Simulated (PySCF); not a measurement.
# UHF on La⁺ (lanthanum, charge +1)

Configuration: [Xe] 5d2, high-spin 3F determinant. Computed with PySCF 2.14 in def2-SVP with the def2 core potential (46 electrons) (6s3p2d1f, 32 functions), with a scalar-relativistic core potential.

* Total energy: -30.915035 hartree
* One-electron energy: -49.9576 hartree
* Hartree (Coulomb) energy: 22.8237 hartree
* Exchange energy: -3.7812 hartree
* ⟨S²⟩: 2.0068
* ⟨L²⟩: 12.070
* Sum of ⟨r⟩: 20.20 bohr
* Sum of ⟨r²⟩: 48.31 bohr²
* Time after the integrals: 0.1 s of wall time on 1 thread of Neoverse-V1 (shared host)

```csv
shell,electrons,mean orbital energy (hartree),"rms radius, mean of both spins (bohr)"
5s α,1,-1.98927,1.69
5s β,1,-1.94495,1.69
5p α,3,-1.22727,1.95
5p β,3,-1.15357,1.95
5d α,2,-0.39788,3.14
```

Energies and moments cover only the electrons outside the core potential. Spin-orbit coupling, absent here, splits the open shell strongly.
